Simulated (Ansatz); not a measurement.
Two members of one family (Series ZrCl2X2), computed with Ansatz in the gas phase; def2 core potentials for Zr, no spin–orbit coupling. The two geometries come from different levels. Binding counts from free atoms in the multiplicity of their measured ground term, without zero-point energy. Names give formal oxidation states. A dash marks a value that wasn't run or was left out as unsound. The structures are stationary points that may keep the symmetry of their start. Remarks come from the PBE and PBE0 runs and from stability tests at other levels; not every state was tested. HOMO above LUMO (over both spins in singlets and doublets, within one spin in higher multiplets; at PBE or PBE0), or a gap under 0.15 eV within one spin, warns that the state may not be the lowest or that an electron is smeared out.

First: ZrH2Cl2 (singlet, charge 0, PBE-D4/def2-TZVP geometry).

```
atom   x (Å)   y (Å)   z (Å)
 Zr1   0.003  -0.043  -0.062
  H2   1.272   0.112  -1.393
  H3  -1.176  -1.408  -0.455
 Cl4  -1.205   1.942   0.002
 Cl5   1.106  -0.604   1.907
```

```
                level  HOMO (eV)  LUMO (eV)  gap (eV)  vertical IE (eV)  vertical triplet (eV)  binding per atom (eV)
LDA (SPW92)/def2-TZVP      -7.46      -3.96      3.49                 –                      –                   3.74
     PBE-D4/def2-TZVP      -7.43      -3.69      3.75             10.46                   3.51                      –
  r2SCAN-D4/def2-TZVP      -7.83      -3.52      4.31             10.72                   3.62                      –
     PBE0-D4/def2-SVP      -8.83      -2.77      6.06                 –                      –                   3.35
   PBE0-D4/def2-TZVPD      -8.84      -2.80      6.04                 –                      –                   3.31
```

Metal–donor distances: 2 × H 1.85 Å, 2 × Cl 2.32 Å.

Second: Zr(OH)2Cl2 (singlet, charge 0, r2SCAN-D4/def2-SVP geometry).

```xyz
7

Zr   -0.364    0.154   -0.126
O     0.837    1.036    1.055
H     1.506    1.398    1.641
O     0.337   -1.535   -0.647
H     0.773   -2.365   -0.848
Cl   -0.660    1.493   -2.060
Cl   -2.430   -0.181    0.986
```

Task: Estimate the same table for the second.

Result: 
| level | HOMO (eV) | LUMO (eV) | gap (eV) | vertical IE (eV) | vertical triplet (eV) | binding per atom (eV) |
| --- | --- | --- | --- | --- | --- | --- |
| LDA (SPW92)/def2-TZVP | -7.68 | -2.36 | 5.32 | – | – | 5.07 |
| PBE-D4/def2-TZVP | -7.52 | -2.14 | 5.38 | 10.36 | 5.56 | – |
| r2SCAN-D4/def2-TZVP | -7.91 | -2.00 | 5.91 | 10.65 | 5.79 | – |
| PBE0-D4/def2-SVP | -8.79 | -1.11 | 7.68 | – | – | 4.41 |
| PBE0-D4/def2-TZVPD | -8.97 | -1.42 | 7.55 | – | – | 4.36 |

Metal–donor distances: 2 × O 1.90 Å, 2 × Cl 2.37 Å. Remarks: gap within one spin near zero at PBE or PBE0 (+1 doublet), gap within one spin near zero at PBE or PBE0 (triplet).
